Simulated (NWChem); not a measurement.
System: C$_{2}$H$_{4}$ClNSi; SMILES N#CC[SiH2]Cl

Here is an NWChem input.

```
start job
memory heap 200 mb stack 900 mb global 1100 mb
geometry units angstroms noautoz
  N     -1.070831    -2.622566    -0.309050
  C     -0.229016    -1.939808     0.098501
  C      0.818738    -1.062124     0.578802
  Si     0.875789     0.615879    -0.306440
  Cl    -0.844340     1.666537     0.122357
  H      0.691310    -0.884646     1.659671
  H      1.800254    -1.548914     0.442697
  H      2.048456     1.364407     0.221978
  H      0.977926     0.415569    -1.775090
end
basis spherical
  * library def2-svp
end
dft
  xc mn15
  iterations 150
  mulliken
end
task dft energy
```

Excerpt of the output:

```
             Northwest Computational Chemistry Package (NWChem) 7.3.0
             --------------------------------------------------------

 C1  symmetry detected

                             Geometry "geometry" -> ""
                             -------------------------

 Output coordinates in angstroms (scale by  1.889725989 to convert to a.u.)

  No.       Tag          Charge          X              Y              Z
 ---- ---------------- ---------- -------------- -------------- --------------
    1 N                    7.0000    -1.05836259    -2.62268790    -0.31048515
    2 C                    6.0000    -0.21924604    -1.93822265     0.09975813
    3 C                    6.0000     0.82530835    -1.05851187     0.58330932
    4 Si                  14.0000     0.88738859     0.61627901    -0.30765861
    5 Cl                  17.0000    -0.83561373     1.66801631     0.10671385
    6 H                    1.0000     0.69118002    -0.87714254     1.66272068
    7 H                    1.0000     1.80776671    -1.54552398     0.45502250
    8 H                    1.0000     2.05658975     1.36704375     0.22524719
    9 H                    1.0000     0.99862085     0.41066184    -1.77491382

 Effective nuclear repulsion energy (a.u.)     246.0115266636

                                 NWChem DFT Module
                                 -----------------

 Summary of "ao basis" -> "ao basis" (spherical)
 ------------------------------------------------------------------------------
       Tag                 Description            Shells   Functions and Types
 ---------------- ------------------------------  ------  ---------------------
 N                          def2-svp                 6       14   3s2p1d
 C                          def2-svp                 6       14   3s2p1d
 Si                         def2-svp                 8       18   4s3p1d
 Cl                         def2-svp                 8       18   4s3p1d
 H                          def2-svp                 3        5   2s1p

            General Information
            -------------------
          SCF calculation type: DFT
          Wavefunction type:  closed shell.
          No. of atoms     :     9
          No. of electrons :    54
           Alpha electrons :    27
            Beta electrons :    27
          Charge           :     0
          Spin multiplicity:     1
          Use of symmetry is: off; symmetry adaption is: off
          Maximum number of iterations: 150
          AO basis - number of functions:    98
                     number of shells:    46
          Convergence on energy requested:  1.00D-06
          Convergence on density requested:  1.00D-05
          Convergence on gradient requested:  5.00D-04

              XC Information
              --------------
                         MN15 Method XC Functional
                     Hartree-Fock (Exact) Exchange  0.440
                          MN15 Exchange Functional  1.000
                        MN15 Correlation Potential  1.000

             Grid Information
             ----------------
          Grid used for XC integration:  medium
          Radial quadrature: Mura-Knowles
          Angular quadrature: Lebedev.
          Tag              B.-S. Rad. Rad. Pts. Rad. Cut. Ang. Pts.
          ---              ---------- --------- --------- ---------
          N                   0.65       49          12.0       434
          C                   0.70       49          11.0       434
          Si                  1.10       88           9.0       590
          Cl                  1.00       88          11.0       590
          H                   0.35       45          11.0       434
          Grid pruning is: on
          Number of quadrature shells:   503
          Spatial weights used:  Erf1

      Superposition of Atomic Density Guess
      -------------------------------------

 Sum of atomic energies:        -879.55298222

      Non-variational initial energy
      ------------------------------

 Total energy =    -881.655767
 1-e energy   =   -1701.353140
 2-e energy   =     573.685846
 HOMO         =      -0.358677
 LUMO         =       0.052114

     ---------------------------------------------
      Total Density - Mulliken Population Analysis
     ---------------------------------------------

    Atom       Charge   Shell Charges
 -----------   ------   -------------------------------------------------------
    1 N    7     7.58   1.99  1.13  0.56  2.41  1.47  0.03
    2 C    6     5.68   1.99  0.98  0.24  1.64  0.77  0.06
    3 C    6     6.35   1.99  0.95  0.19  2.02  1.18  0.02
    4 Si  14    13.14   2.00  1.99  0.97  0.21  5.93  0.99  0.86  0.18
    5 Cl  17    17.41   2.00  1.99  1.22  0.72  5.94  2.16  3.36  0.01
    6 H    1     0.84   0.63  0.18  0.02
    7 H    1     0.83   0.63  0.18  0.03
    8 H    1     1.08   0.70  0.37  0.01
    9 H    1     1.08   0.70  0.37  0.01

   convergence    iter        energy       DeltaE   RMS-Dens  Diis-err
 ---------------- ----- ----------------- --------- --------- ---------
 d= 0,ls=0.0,diis     1   -882.1867497531 -1.13D+03  1.61D-02  1.25D+00
 d= 0,ls=0.0,diis     2   -882.0454373870  1.41D-01  1.05D-02  2.31D+00
 d= 0,ls=0.0,diis     3   -882.2987441080 -2.53D-01  2.25D-03  1.67D-01
 d= 0,ls=0.0,diis     4   -882.3161353990 -1.74D-02  8.95D-04  6.22D-03
 d= 0,ls=0.0,diis     5   -882.3170500484 -9.15D-04  1.94D-04  2.61D-04
  Resetting Diis
 d= 0,ls=0.0,diis     6   -882.3170850316 -3.50D-05  4.91D-05  2.21D-05
 d= 0,ls=0.0,diis     7   -882.3170874840 -2.45D-06  2.45D-05  2.09D-06
 d= 0,ls=0.0,diis     8   -882.3170871230  3.61D-07  1.32D-05  5.47D-06
 d= 0,ls=0.0,diis     9   -882.3170877415 -6.19D-07  2.67D-06  2.02D-07

         Total DFT energy =     -882.317087741544
      One electron energy =    -1704.062062532539
           Coulomb energy =      643.637025131763
    Exchange-Corr. energy =      -67.903577004416
 Nuclear repulsion energy =      246.011526663649

 Numeric. integr. density =       53.999995990303

                       DFT Final Molecular Orbital Analysis
                       ------------------------------------

 Vector   25  Occ=2.000000D+00  E=-3.752394D-01
              MO Center= -4.4D-01, -2.1D+00, -1.1D-02, r^2= 2.1D+00
   Bfn.  Coefficient  Atom+Function         Bfn.  Coefficient  Atom+Function
  ----- ------------  ---------------      ----- ------------  ---------------
     6     -0.290559  1 N  pz                 4      0.282814  1 N  px
    20      0.257041  2 C  pz                18     -0.236985  2 C  px
     9      0.163196  1 N  pz                 5     -0.160935  1 N  py
    23      0.161526  2 C  pz                 7     -0.157235  1 N  px
    79     -0.149530  6 H  s                 19      0.148210  2 C  py

 Vector   26  Occ=2.000000D+00  E=-3.635501D-01
              MO Center= -1.1D-01,  1.3D+00, -1.3D-01, r^2= 3.0D+00
   Bfn.  Coefficient  Atom+Function         Bfn.  Coefficient  Atom+Function
  ----- ------------  ---------------      ----- ------------  ---------------
    73      0.423359  5 Cl pz                70      0.331598  5 Cl pz
    71      0.241385  5 Cl px                72      0.220976  5 Cl py
    89     -0.217644  8 H  s                 94      0.208572  9 H  s
    68      0.189595  5 Cl px                67      0.188644  5 Cl pz
    90     -0.174947  8 H  s                 69      0.172917  5 Cl py

 Vector   27  Occ=2.000000D+00  E=-3.508818D-01
              MO Center= -1.4D-01, -7.6D-01,  1.6D-02, r^2= 4.7D+00
   Bfn.  Coefficient  Atom+Function         Bfn.  Coefficient  Atom+Function
  ----- ------------  ---------------      ----- ------------  ---------------
    72      0.245767  5 Cl py                33      0.233871  3 C  py
     5      0.224967  1 N  py                 6     -0.223227  1 N  pz
    69      0.187822  5 Cl py                73     -0.186283  5 Cl pz
    19     -0.181056  2 C  py                31      0.170826  3 C  s
    36      0.167611  3 C  py                34     -0.156211  3 C  pz

 Vector   28  Occ=0.000000D+00  E= 2.318076D-02
              MO Center=  9.1D-01,  5.4D-01, -4.0D-01, r^2= 3.7D+00
   Bfn.  Coefficient  Atom+Function         Bfn.  Coefficient  Atom+Function
  ----- ------------  ---------------      ----- ------------  ---------------
    53      0.899761  4 Si px                54     -0.781510  4 Si py
    64      0.552696  5 Cl s                 31     -0.472567  3 C  s
    71      0.443908  5 Cl px                50      0.232514  4 Si px
    72     -0.209064  5 Cl py                90     -0.209638  8 H  s
    51     -0.193003  4 Si py                45     -0.185366  4 Si s

 Vector   29  Occ=0.000000D+00  E= 4.451572D-02
              MO Center=  7.4D-01,  2.0D-01, -1.3D-01, r^2= 4.9D+00
   Bfn.  Coefficient  Atom+Function         Bfn.  Coefficient  Atom+Function
  ----- ------------  ---------------      ----- ------------  ---------------
    31      1.589736  3 C  s                 54      0.877496  4 Si py
    53      0.704897  4 Si px                90     -0.674898  8 H  s
    55     -0.565043  4 Si pz                80     -0.563217  6 H  s
    17     -0.453869  2 C  s                 95     -0.393378  9 H  s
    85     -0.315757  7 H  s                 45      0.302685  4 Si s

 Vector   30  Occ=0.000000D+00  E= 4.824922D-02
              MO Center=  3.0D-01, -7.8D-01,  1.2D-01, r^2= 5.2D+00
   Bfn.  Coefficient  Atom+Function         Bfn.  Coefficient  Atom+Function
  ----- ------------  ---------------      ----- ------------  ---------------
    55      0.807211  4 Si pz                90     -0.516581  8 H  s
    45      0.500449  4 Si s                 85     -0.417163  7 H  s
    95      0.418336  9 H  s                  8      0.325224  1 N  py
    46      0.267176  4 Si s                  5     -0.261024  1 N  py
    22     -0.258011  2 C  py                36     -0.254065  3 C  py

     ---------------------------------------------
      Total Density - Mulliken Population Analysis
     ---------------------------------------------

    Atom       Charge   Shell Charges
 -----------   ------   -------------------------------------------------------
    1 N    7     6.92   1.99  1.07  0.45  2.25  1.14  0.03
    2 C    6     6.26   1.98  0.93  0.23  2.05  1.02  0.05
    3 C    6     6.20   1.98  0.88  0.11  2.18  1.03  0.02
    4 Si  14    13.45   2.00  1.97  1.01  0.19  5.93  1.27  0.84  0.25
    5 Cl  17    17.23   2.00  1.97  1.23  0.73  5.93  2.25  3.09  0.02
    6 H    1     0.90   0.72  0.16  0.02
    7 H    1     0.91   0.73  0.16  0.02
    8 H    1     1.07   0.76  0.29  0.01
    9 H    1     1.05   0.76  0.28  0.01

     -------------------------------------------
      Total Density - Lowdin Population Analysis
     -------------------------------------------

    Atom       Charge   Shell Charges
 -----------   ------   -------------------------------------------------------
    1 N    7     7.06   1.97  0.85  0.59  2.09  1.50  0.05
    2 C    6     6.06   1.97  0.63  0.31  1.87  1.17  0.11
    3 C    6     6.24   1.96  0.58  0.32  1.96  1.35  0.07
    4 Si  14    13.54   2.00  1.92  0.66  0.35  5.82  1.29  1.11  0.40
    5 Cl  17    17.05   2.00  1.95  1.03  0.81  5.83  2.33  3.09  0.02
    6 H    1     0.93   0.62  0.25  0.07
    7 H    1     0.93   0.62  0.25  0.07
    8 H    1     1.10   0.66  0.42  0.02
    9 H    1     1.09   0.66  0.41  0.02

     Multipole analysis of the density
     ---------------------------------

     L   x y z        total         alpha         beta         nuclear
     -   - - -        -----         -----         ----         -------
     0   0 0 0     -0.000000    -27.000000    -27.000000     54.000000

     1   1 0 0      1.407182      0.703591      0.703591      0.000000
     1   0 1 0      0.587641      0.293820      0.293820      0.000000
     1   0 0 1      0.422929      0.211465      0.211465      0.000000

     2   2 0 0    -32.801682    -95.113107    -95.113107    157.424532
     2   1 1 0     -4.052468     -2.956713     -2.956713      1.860958
     2   1 0 1     -0.367376     -0.865701     -0.865701      1.364025
     2   0 2 0    -39.303447   -261.098122   -261.098122    482.892797
     2   0 1 1     -2.069557      1.421614      1.421614     -4.912785
     2   0 0 2    -31.698659    -34.539394    -34.539394     37.380129
```

Level: MN15/def2-SVP. The geometry was optimised at PBE0/def2-SVP.
